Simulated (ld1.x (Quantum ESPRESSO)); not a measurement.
**Reading a pseudo-wave (nickel)**

Columns: radius, all-electron u(r) and pseudo u(r) of the 4s shell (level -21.84 eV) of nickel in the configuration [Ne] 3s2 3p6 3d8 4s0 4p0; LDA (PZ), scalar-relativistic, PAW scheme, ld1.x (Quantum ESPRESSO) 7.5.

| r (bohr) | all-electron | pseudo |
| --- | --- | --- |
| 0.080 | -0.0389 | 0.1876 |
| 0.160 | -0.2119 | 0.3547 |
| 0.240 | -0.1210 | 0.4841 |
| 0.320 | 0.0662 | 0.5643 |
| 0.400 | 0.2293 | 0.5911 |
| 0.480 | 0.3242 | 0.5672 |
| 0.560 | 0.3485 | 0.5012 |
| 0.640 | 0.3164 | 0.4050 |
| 0.720 | 0.2454 | 0.2912 |
| 0.800 | 0.1511 | 0.1707 |
| 0.880 | 0.0455 | 0.0514 |
| 0.960 | -0.0631 | -0.0624 |
| 1.040 | -0.1688 | -0.1690 |
| 1.120 | -0.2680 | -0.2680 |
| 1.200 | -0.3585 | -0.3585 |
| 1.280 | -0.4390 | -0.4390 |
| 1.360 | -0.5091 | -0.5091 |
| 1.440 | -0.5688 | -0.5688 |
| 1.520 | -0.6185 | -0.6185 |
| 1.600 | -0.6585 | -0.6585 |
| 1.680 | -0.6898 | -0.6898 |
| 1.760 | -0.7128 | -0.7128 |
| 1.840 | -0.7285 | -0.7285 |
| 1.920 | -0.7375 | -0.7375 |
| 2.000 | -0.7407 | -0.7407 |
| 2.080 | -0.7386 | -0.7386 |

(1) How many radial nodes do the two functions have?

(2) At about which radius was the pseudo-wave matched?

(3) Is the pseudo-wave norm-conserving?

## Answers

(1) The all-electron 4s function has n − l − 1 = 3 (the table is too coarse to show those close to the nucleus); the pseudo-wave has 1, since 1 lower shell of the same l stays in the valence.

(2) 1.15 bohr. The columns agree to 0.0005 from 1.04 bohr on; several derivatives are matched, so the curves merge somewhat inside the radius.

(3) No, it belongs to a PAW set: the norm inside the radius is not constrained, and the difference is carried by the augmentation charge.
